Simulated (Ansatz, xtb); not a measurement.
## Relative energy of two isomers of C4H5BClN

Structure a: `NB1C=CC=C1Cl`, a singlet. Structure b: `NB1C=CC(Cl)=C1`, a singlet. Both are isolated molecules in the gas phase, relaxed with PBE0-D3(BJ)/def2-SVP; the shapes shown needn't be the lowest conformers.

a (Å):

```xyz
12

C     0.2422    0.7757   -1.1307
C     1.4563    0.7228   -0.5439
C     1.3966    0.6086    0.9439
C     0.1159    0.5852    1.3522
B    -0.7975    0.6911    0.0521
Cl   -0.4335    0.4633    2.9801
N    -2.1810    0.6999    0.0520
H    -2.7464    0.7680   -0.7836
H    -2.7109    0.6370    0.9136
H     0.1035    0.8597   -2.2102
H     2.4187    0.7569   -1.0653
H     2.2831    0.5540    1.5803
```

b (Å):

```xyz
12

C    -0.2435    1.8406    0.6873
C     1.0918    1.6965    0.6485
C     1.4679    0.3732    0.0601
C     0.4188   -0.3860   -0.3022
B    -0.8341    0.4988    0.0716
Cl    3.1379   -0.0284   -0.0880
N    -2.1746    0.1764   -0.1000
H    -2.4860   -0.6989   -0.5002
H    -2.9284    0.7970    0.1646
H    -0.7378    2.7324    1.0791
H     1.8560    2.4040    0.9820
H     0.5158   -1.3768   -0.7464
```

Energies in hartree; the thermal terms are from GFN2-xTB frequencies at re-optimised GFN2-xTB minima (ideal gas, soft modes damped towards free rotors, one conformer each, 298.15 K, 1 atm) and include the zero-point energy:

|  | a | b |
| --- | --- | --- |
| E, CCSD(T)/def2-SVP | −693.695481 | −693.696648 |
| E, MP2/def2-SVP | −693.605031 | −693.607007 |
| E, MP2/def2-TZVPP | −694.243767 | −694.246352 |
| zero-point energy | 0.084658 | 0.084625 |
| H(298 K) − E | 0.092509 | 0.092419 |
| G(298 K) − E | 0.053387 | 0.053425 |

**Question.** Correct the CCSD(T) difference for the basis set by the MP2 change, then work out ΔE, ΔE₀, ΔH and ΔG for a → b in kcal/mol (1 Eh = 627.51 kcal/mol) and the equilibrium ratio [b]/[a].

**Answer.** 1. Differences b − a: CCSD(T) −0.001167, MP2 in the small set −0.001976, MP2 in the large set −0.002585 Eh.
2. ΔE = −0.001167 + (−0.002585 − (−0.001976)) = −0.001776 Eh = −1.11 kcal/mol.
3. ΔE₀ = ΔE + ΔZPE = −0.001776 + (−0.000033) Eh = −1.14 kcal/mol.
4. ΔH = ΔE + (−0.000090) Eh = −1.17 kcal/mol.
5. ΔG = ΔE + (+0.000038) Eh = −1.09 kcal/mol, so ΔS = (ΔH − ΔG)/T = −1.1 J/(mol K).
6. kT = 0.9442 mEh, so K = [b]/[a] = exp(−ΔG/kT) = exp(+1.84) ≈ 6.3.

The sums favour b, but ΔE leans on the basis-set step (CCSD(T) alone has the other sign or is under 1 kcal/mol), so the order isn't settled. An error of 1 kcal/mol in ΔG would change K by a factor of 5.4. HF/STO-3G gave ΔE the other sign. Mirror images and further conformers aren't counted.

As drawn, both hold the same kinds of bond in the same numbers.

Other levels gave ΔE = −0.4 (GFN2-xTB); +0.6 (HF/STO-3G, GFN2-xTB geometries); −1.3 (r2SCAN-D4/def2-SVP, GFN2-xTB geometries); −0.9 (PBE0-D3(BJ)/def2-SVP); −0.5 (HF/def2-SVP); −1.2 (MP2/def2-SVP); −0.7 (CCSD(T)/def2-SVP) kcal/mol. The correlated steps freeze 11 core orbitals. Programs: Ansatz 0.2.0, xtb 6.7.1.
